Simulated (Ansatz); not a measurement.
[(OH)3Hf]2S (Hf2SO6H6) was relaxed with r2SCAN-D4 (def2-SVP) in Ansatz in these states: charge +1 doublet, neutral singlet. The geometries follow in no particular order.

In the def2 sets Hf takes a core potential; there is no spin–orbit coupling.

A:

```xyz
15

Hf   -0.699   -1.541    1.111
O    -1.674   -3.000    0.310
O    -0.771   -1.544    3.040
O    -1.186    0.236    0.292
S     1.515   -1.296    0.251
Hf    0.783    0.976   -0.704
O     2.294    1.180   -1.888
O     0.956    2.444    0.553
O    -0.682    1.274   -2.030
H    -1.980   -3.811   -0.097
H    -0.627   -1.496    3.986
H    -1.845    0.589   -0.329
H     3.076    1.054   -2.425
H     1.407    3.246    0.824
H    -0.567    1.687   -2.893
```

B:

Cartesian coordinates in Å:
```
Hf 1.0226 -1.2436 1.2764
O 1.6749 -0.6316 2.9508
O 1.5809 -2.9384 0.6288
O 1.0589 0.2085 -0.1799
S -1.4532 -1.0330 1.2116
Hf -0.9381 0.9127 -0.8767
O -1.9358 2.1379 0.1986
O -1.9759 -0.3326 -1.9008
O 0.0642 1.9611 -2.1364
H 2.1008 -0.4671 3.7990
H 1.9550 -3.8049 0.4360
H 1.7524 0.6485 -0.7005
H -2.5451 2.7817 0.5701
H -2.6462 -0.7712 -2.4324
H 0.2846 2.5721 -2.8446
```

**Question.** Judge from the bond lengths which geometry belongs to which state (an estimate).

**Answer.** A is the neutral singlet (S5–Hf6 2.571 Å, Hf1–Hf6 3.439 Å, O4–Hf6 2.328 Å); B is the charge +1 doublet (S5–Hf6 2.900 Å, Hf1–Hf6 3.624 Å, O4–Hf6 2.229 Å).
